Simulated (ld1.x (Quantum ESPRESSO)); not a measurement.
Mg: excitation energies, all-electron against TM

ld1.x (Quantum ESPRESSO) 7.5 input, shortened:

```
&input
   title='Mg', zed=12., rel=1, dft='PBE', iswitch=3,
   config='[Ne] 3s1.75 3p0 3d-2'
 /
 &inputp
   pseudotype=2, tm=.true., lloc=0,
   nlcc=.false.
 /
3
3P  2  1   0.00   0.00  2.45  2.45  0.0
3D  3  2  -2.00  -0.05  2.00  2.00  0.0
3S  1  0   1.75   0.00  1.85  1.85  0.0
 &test
   configts(1)='3s1.75 3p0'
 /
```

Energies are relative to the spin-unpolarised reference configuration 3s1.75 3p0; without spin polarisation the order of configurations can differ from experiment.

```tsv
valence configuration	charge	ΔE all-electron (eV)	error AE − PS (meV)
3s1 3p0	+1	6.589	+7.9
3s1.5 3p0	+0.5	1.773	+0.2
3s0 3p2	0	5.812	+66
3s0 3p1	+1	10.957	+120
3s1 3p1	0	2.120	+9.0
```

Q: What are ΔE and the potential's error for 3s2 3p0?

A: ΔE = -1.371 eV all-electron; the error (AE − PS) is +0.1 meV.

Levels in the configuration 3s2 3p0:

| level | all-electron (eV) | pseudo (eV) |
| --- | --- | --- |
| 3s | -4.705 | -4.706 |
